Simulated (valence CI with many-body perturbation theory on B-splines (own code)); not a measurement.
Results of a calculation; reference values are marked as such.
Ta41+: magnetic and hyperfine properties of the levels

Level of theory: relativistic CI+MBPT: four valence electrons over a frozen Dirac-Fock core [Ar] 3d10, a basis of 11 s, 11 p, 10 d, 8 f, 5 g, 2 h functions for each j, with the one-electron correlation potential Σ1, the two-electron term Σ2, the three-electron term Σ3, Breit, model QED; selected CI, second order for the rest, scaled by the run's own slope (own B-spline code, finite nucleus).

No measured spectrum was set against this ion. As an estimate, large intervals hold to a few tenths of a per cent, small ones and those within an open d or f shell to about a per cent. Among the levels kept, up to 390 cm⁻¹ of a level comes from second order outside the variational space, and about a tenth of that is noise between levels of different J, which matters for small intervals.

A/g_I is the dipole constant over the nuclear g factor μ/I (μ in nuclear magnetons, uniformly magnetised nucleus), B/Q the quadrupole constant per barn. Both hold the static response of the core; the bare values leave it out. Large factors of s and p1/2 electrons are usually good to 5 to 10 %; those of open d and f shells near neutrality can be off by tens of per cent, and small factors of p3/2, d and f electrons come from cancelling terms and can be off by a factor of two or in sign, in half-filled shells by more. B is blank for J = 1/2, where it vanishes, and for nearly pure S terms. Energies count from the lowest level. Levels with J = 0 are left out.

Levels are named by their leading jj configuration (3d3/2^4 stands for four electrons in 3d with j = 3/2), which in mixed levels can hold well under half, so a name can repeat and another be missing. Letters in brackets count levels of one name in rising energy.

```tsv
Level	E (eV)	g	A/g_I (MHz)	A/g_I bare	B/Q (MHz/b)	B/Q bare
(4s^2 4p1/2 4p3/2) J=1	84.85	1.497	-47900	-46900	55000	53200
(4s^2 4p1/2 4p3/2) J=2	89.05	1.178	157000	152000	96300	93200
(4s^2 4p3/2^2) J=2	177.07	1.313	56300	54200	13400	13000
(4s 4p1/2^2 4p3/2) J=2	178.40	1.573	395000	382000	97500	94300
(4s 4p1/2^2 4p3/2) J=1	192.78	1.055	-278000	-268000	72800	70500
(4s^2 4p1/2 4d3/2) J=2	234.43	0.766	133000	130000	19800	19500
(4s^2 4p1/2 4d3/2) J=1	252.14	0.875	-102000	-97900	6180	6170
(4s 4p1/2 4p3/2^2) J=2 [a]	253.59	1.484	159000	154000	13500	13200
(4s^2 4p1/2 4d5/2) J=3	258.92	1.200	176000	170000	-8070	-7550
(4s^2 4p1/2 4d5/2) J=2	269.69	1.320	44100	43100	38900	37800
(4s 4p1/2 4p3/2^2) J=3	273.00	1.237	260000	252000	28200	27500
(4s 4p1/2 4p3/2^2) J=1 [a]	281.75	1.273	488000	472000	-82700	-80000
(4s 4p1/2 4p3/2^2) J=2 [b]	284.52	1.103	18100	17600	-16100	-15700
(4s 4p1/2 4p3/2^2) J=1 [b]	285.98	1.358	53400	51800	48400	46800
(4s 4p1/2^2 4d3/2) J=1	329.25	0.412	-319000	-308000	9250	9110
(4s 4p1/2^2 4d3/2) J=2	332.36	1.163	345000	334000	17000	16800
(4s^2 4p3/2 4d3/2) J=2	334.99	1.051	33100	32200	-5440	-5240
(4s^2 4p3/2 4d3/2) J=1	336.15	1.131	39300	38300	-47400	-46000
(4s^2 4p3/2 4d3/2) J=3	337.39	1.122	44800	43700	102000	99400
(4s^2 4p3/2 4d5/2) J=2	343.96	1.302	114000	111000	-81400	-78700
(4s^2 4p3/2 4d5/2) J=4	344.21	1.246	27500	26900	133000	129000
(4s 4p1/2^2 4d5/2) J=3	354.16	1.362	241000	234000	16900	16600
(4s 4p1/2^2 4d5/2) J=2	359.70	1.093	-158000	-152000	-7270	-6760
(4s^2 4p3/2 4d5/2) J=3	362.44	1.174	30500	29800	14500	14400
(4s^2 4p3/2 4d5/2) J=1	363.43	1.135	-50000	-47200	8530	8330
(4s 4p3/2^3) J=2	370.84	1.368	309000	299000	-101000	-98000
(4p1/2^2 4p3/2^2) J=2	380.48	1.211	21200	20900	33400	32400
(4s 4p3/2^3) J=1	382.83	1.142	-248000	-239000	-30400	-29300
(4s 4p1/2 4p3/2 4d3/2) J=1 [a]	406.44	1.178	172000	166000	-53100	-51500
(4s 4p1/2 4p3/2 4d3/2) J=2 [a]	406.91	1.106	128000	124000	-29900	-28900
(4s 4p1/2 4p3/2 4d3/2) J=3 [a]	408.77	1.137	186000	180000	29300	28500
(4s 4p1/2 4p3/2 4d3/2) J=4	415.19	1.186	244000	236000	77700	75400
(4s^2 4p1/2 4f5/2) J=3	418.69	0.875	81900	79700	29000	28000
(4s 4p1/2 4p3/2 4d3/2) J=2 [b]	422.10	0.902	120000	117000	-54900	-53000
```

Question: Take the isotope of mass number 181, with I = 7/2, μ = 2.365 μN and Q = 3.17 b. What is the hyperfine structure of (4s^2 4p3/2^2) J=2?

Answer: From the table A = 38100 MHz, B = 42600 MHz. Shifts from the centre of gravity in MHz: F = 3/2: -320000, F = 5/2: -244000, F = 7/2: -126000, F = 9/2: 42700, F = 11/2: 277000.
